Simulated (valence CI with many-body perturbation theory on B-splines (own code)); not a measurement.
Rh³⁰⁺: calculated level list

Calculated by valence CI with perturbative core correlation (CI+MBPT): five valence electrons over a frozen Dirac-Fock core [Ne], a basis of 11 s, 11 p, 10 d, 8 f, 5 g, 2 h functions for each j, with the one-electron correlation potential Σ1 (screened to all orders), the two-electron term Σ2, the three-electron term Σ3, Breit, model QED; selected single and double excitations, second order for the rest, scaled by the run's own slope (own B-spline code, finite nucleus).

The last digits are not significant, and no measured levels were compared; by estimate large intervals hold to a few tenths of a per cent, small ones and those within an open d or f shell to about a per cent. Among the levels kept, up to 3700 cm⁻¹ of a level comes from second order outside the variational space, and about a tenth of that is noise between levels of different J, which matters for small intervals.

Levels 1 to 45 of 168, with energies above the lowest level, (3s^2 3p1/2^2 3p3/2) J=3/2. "Leading %" is the weight of the configuration and term that name the level; weights of strongly mixed levels are sums over their largest components and can fall short, so below about 35 % the name and the second component can differ from the true leading terms, or belong to a minority configuration. In the jj column 3d3/2^4 stands for four electrons in 3d with j = 3/2. Lifetimes count E1, E2, E3, M1 and M2 decay at the calculated energies, and are blank where another channel may lead or the interval is too uncertain; long ones can be off by a factor of two.

```csv
No.,Configuration,Term,J,E (cm⁻¹),Leading %,g,Leading jj,Lifetime
1,3s²3p³,⁴S°,3/2,0,40,1.490,3s^2 3p1/2^2 3p3/2 (94 %),
2,3s²3p³,²D°,3/2,223740,49,1.373,3s^2 3p1/2 3p3/2^2 (94 %),4.11 μs
3,3s²3p³,²D°,5/2,273830,98,1.196,3s^2 3p1/2 3p3/2^2 (98 %),21.0 μs
4,3s²3p³,²P°,1/2,337020,98,0.660,3s^2 3p1/2 3p3/2^2 (98 %),3.77 μs
5,3s²3p³,²P°,3/2,563190,57,1.262,3s^2 3p3/2^3 (96 %),1.41 μs
6,3s3p⁴,⁴P,5/2,852460,72,1.523,3s 3p1/2^2 3p3/2^2 (82 %),129 ps
7,3s²3p²3d,⁴F,3/2,925620,19,1.039,3s^2 3p1/2^2 3d3/2 (56 %),144 ps
8,3s3p⁴,⁴P,1/2,984430,52,2.377,3s 3p1/2^2 3p3/2^2 (72 %),37.1 ps
9,3s3p⁴,⁴P,3/2,1019100,36,1.085,3s^2 3p1/2^2 3d3/2 (35 %),32.1 ps
10,3s²3p²3d,⁴F,5/2,1070100,37,1.169,3s^2 3p1/2^2 3d5/2 (74 %),38.9 ps
11,3s3p⁴,⁴P,3/2,1122200,30,1.232,3s 3p1/2 3p3/2^3 (56 %),44.0 ps
12,3s3p⁴,²D,5/2,1162100,38,1.194,3s 3p1/2 3p3/2^3 (44 %),177 ps
13,3s²3p²3d,²P,3/2,1168400,30,1.021,3s^2 3p1/2 3p3/2 3d3/2 (76 %),245 ps
14,3s²3p²3d,⁴D,1/2,1177200,58,0.441,3s^2 3p1/2 3p3/2 3d3/2 (84 %),112 ps
15,3s²3p²3d,²F,5/2,1192000,50,0.998,3s^2 3p1/2 3p3/2 3d3/2 (54 %),175 ps
16,3s²3p²3d,⁴F,7/2,1220700,52,1.126,3s^2 3p1/2 3p3/2 3d3/2 (74 %),2.56 ns
17,3s²3p²3d,⁴D,7/2,1242000,49,1.299,3s^2 3p1/2 3p3/2 3d5/2 (91 %),56.3 ns
18,3s²3p²3d,⁴D,1/2,1278800,30,1.056,3s 3p1/2 3p3/2^3 (37 %),13.4 ps
19,3s²3p²3d,⁴F,9/2,1289300,56,1.235,3s^2 3p1/2 3p3/2 3d5/2 (93 %),
20,3s²3p²3d,⁴D,3/2,1294200,44,1.147,3s^2 3p1/2 3p3/2 3d5/2 (37 %),20.6 ps
21,3s²3p²3d,⁴P,5/2,1312600,28,1.241,3s^2 3p1/2 3p3/2 3d5/2 (63 %),10.5 ps
22,3s3p⁴,²P,3/2,1367100,23,1.220,3s^2 3p1/2 3p3/2 3d3/2 (54 %),2.85 ps
23,3s²3p²3d,⁴P,5/2,1376500,30,1.336,3s^2 3p1/2 3p3/2 3d3/2 (42 %),4.51 ps
24,3s²3p²3d,²G,7/2,1381100,53,1.045,3s^2 3p1/2 3p3/2 3d5/2 (62 %),27.2 ps
25,3s²3p²3d,⁴P,1/2,1392100,44,2.034,3s^2 3p1/2 3p3/2 3d3/2 (70 %),3.54 ps
26,3s²3p²3d,²P,3/2,1418800,33,1.421,3s^2 3p1/2 3p3/2 3d5/2 (44 %),4.20 ps
27,3s²3p²3d,²D,3/2,1445600,70,0.885,3s^2 3p1/2 3p3/2 3d5/2 (60 %),12.4 ps
28,3s²3p²3d,²D,5/2,1455000,53,1.109,3s^2 3p1/2 3p3/2 3d5/2 (58 %),4.15 ps
29,3s²3p²3d,²P,1/2,1461100,54,1.282,3s^2 3p3/2^2 3d5/2 (32 %),12.5 ps
30,3s²3p²3d,²F,7/2,1523900,48,1.243,3s^2 3p3/2^2 3d5/2 (96 %),249 ps
31,3s²3p²3d,²P,1/2,1539000,41,1.127,3s^2 3p1/2 3p3/2 3d5/2 (52 %),6.40 ps
32,3s²3p²3d,²G,9/2,1547700,56,1.203,3s^2 3p3/2^2 3d5/2 (92 %),2.97 μs
33,3s²3p²3d,²P,1/2,1589400,35,1.308,3s^2 3p3/2^2 3d3/2 (68 %),3.31 ps
34,3s²3p²3d,²D,5/2,1602200,36,1.194,3s^2 3p3/2^2 3d3/2 (62 %),3.43 ps
35,3s²3p²3d,²D,3/2,1602500,37,1.118,3s^2 3p3/2^2 3d3/2 (72 %),3.11 ps
36,3s²3p²3d,²F,7/2,1636800,79,1.109,3s^2 3p3/2^2 3d3/2 (75 %),3.68 ps
37,3s²3p²3d,²D,5/2,1674900,84,1.204,3s^2 3p3/2^2 3d5/2 (94 %),216 ps
38,3s²3p²3d,²D,3/2,1690400,44,1.065,3s^2 3p3/2^2 3d3/2 (54 %),4.04 ps
39,3s²3p²3d,²D,3/2,1758500,66,0.992,3s^2 3p3/2^2 3d5/2 (64 %),4.85 ps
40,3s²3p²3d,²S,1/2,1763700,26,1.682,3s 3p3/2^4 (44 %),3.17 ps
41,3s²3p²3d,²D,5/2,1778600,55,1.112,3s^2 3p3/2^2 3d5/2 (79 %),4.10 ps
42,3s3p³3d,⁶D°,5/2,1783600,54,1.455,3s 3p1/2^2 3p3/2 3d3/2 (71 %),187 ps
43,3s3p³3d,⁶D°,1/2,1785600,71,3.015,3s 3p1/2^2 3p3/2 3d3/2 (70 %),262 ps
44,3s3p³3d,⁶D°,3/2,1786400,64,1.628,3s 3p1/2^2 3p3/2 3d3/2 (71 %),160 ps
45,3s3p³3d,⁶D°,7/2,1795100,56,1.459,3s 3p1/2^2 3p3/2 3d3/2 (49 %),313 ps
```

The ionisation energy to 3s²3p² ³P0 of the next ion comes out as 1748.6 eV (NIST: 1763 ± 7 eV (semi-empirical), further off than twice its uncertainty). All 168 levels together are meant to be complete up to 2922300 cm⁻¹.
